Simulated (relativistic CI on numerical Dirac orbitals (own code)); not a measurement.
Computed by Dirac-Coulomb-Breit CI, separate exchange-only KLI orbitals for each configuration, model QED (radiative potential, 1s self-energy scaled to tabulated hydrogen-like ionisation energies), unscaled Slater integrals (own radial code, finite nucleus).

The strongest absorption lines from the ground level of an ion, among the configurations computed and to levels below about 2860 eV (vacuum wavelength in nm, gf): 0.43467 (0.14), 0.43583 (0.046), 0.55139 (0.01), 0.56626 (0.035), 0.57579 (0.44), 0.57981 (0.24), 7.6631 (0.14), 17.588 (0.0047).

Q: Which ion is it?
A. Br XXXII
B. Br XXXIV
C. Sr XXXV
D. Nb XXXVIII

A: A. Br XXXII has 4 electrons and the ground level 2s2 1S_0; the strongest line goes to 2s 3p 1P°_1. The pattern of lines fixes the number of electrons, and along that sequence the line energies rise steadily with the charge (about as its square where n changes within one kind of shell, about linearly where n is kept but much faster in heavy ions where fine structure, which grows about as Z⁴, sets the gap, and irregularly where shells cross), which fixes Z. Configurations outside the model, such as inner-shell arrays, can give stronger lines. At this charge energies of transitions that change n are usually good to better than 1 %, and those within a shell (Δn = 0) to a few per cent.

LS names give the leading component of a level, which can be under half, so a name can repeat, a term be missing and a line seem to break the LS rules.
